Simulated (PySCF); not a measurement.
CH₆O₃Si₂, SMILES O=CO[SiH2][SiH2]O. Atoms are numbered in the order given.

```xyz
12

O      0.3073     1.8307     0.3497
C      1.2170     1.3370     0.9999
O      1.6288     0.0775     0.9314
Si     0.8979    -1.0399    -0.2303
Si    -1.4526    -0.8047    -0.3104
O     -1.8252     0.6529    -1.0456
H      1.8129     1.9186     1.7471
H      1.4186    -2.3575     0.2639
H      1.5411    -0.7182    -1.5521
H     -1.9810    -0.9553     1.0964
H     -2.0154    -1.9140    -1.1523
H     -1.2007     1.3392    -0.7165
```

Coordinates come from a PBE-D3(BJ)/def2-SVP optimisation. The structure was generated by enumeration, and PubChem lists no compound with its InChIKey, so it may never have been made. The values are those of a single conformer.

Computed with PBE-D3(BJ)/def2-SVP (PySCF).

Frequencies are harmonic and unscaled.

Computed normal modes with their intensities:
```csv
mode,ν (cm⁻¹),IR (km/mol),moving atoms (share of kinetic energy)
1,62,0.6,"O 75 %, Si 14 %, H 11 %"
2,80,1.9,"O 39 %, Si 29 %, H 25 %"
3,143,10.2,"O 68 %, Si 18 %, H 12 %"
4,158,3.1,"Si 38 %, O 29 %, H 19 %, C 13 %"
5,218,4.2,"O 75 %, H 17 %"
6,279,15.3,"H 38 %, O 37 %, C 21 %"
7,389,10.6,"Si 73 %, H 22 %"
8,425,15.2,"H 72 %, Si 21 %"
9,529,12.0,"H 63 %, Si 32 %"
10,572,88.7,H 93 %
11,641,39.9,"Si 42 %, O 40 %, C 11 %"
12,683,19.8,"H 71 %, O 22 %"
13,707,11.3,H 93 %
14,760,79.1,"H 57 %, O 32 %"
15,787,198.1,"H 63 %, O 23 %, C 10 %"
16,825,38.6,"H 58 %, O 31 %, Si 9 %"
17,865,145.0,"H 56 %, O 26 %, Si 18 %"
18,899,25.6,"H 75 %, Si 15 %, O 10 %"
19,921,92.2,"H 85 %, Si 11 %"
20,1001,18.3,"H 59 %, C 35 %"
21,1012,205.8,H 87 %
22,1240,252.2,"O 49 %, C 42 %, H 9 %"
23,1343,5.1,"H 86 %, O 8 %"
24,1732,247.0,"C 61 %, O 37 %"
25,2124,109.6,H 97 %
26,2161,70.5,H 97 %
27,2175,99.1,H 97 %
28,2188,102.0,H 96 %
29,2969,65.5,"H 92 %, C 8 %"
30,3571,253.5,H 94 %
```
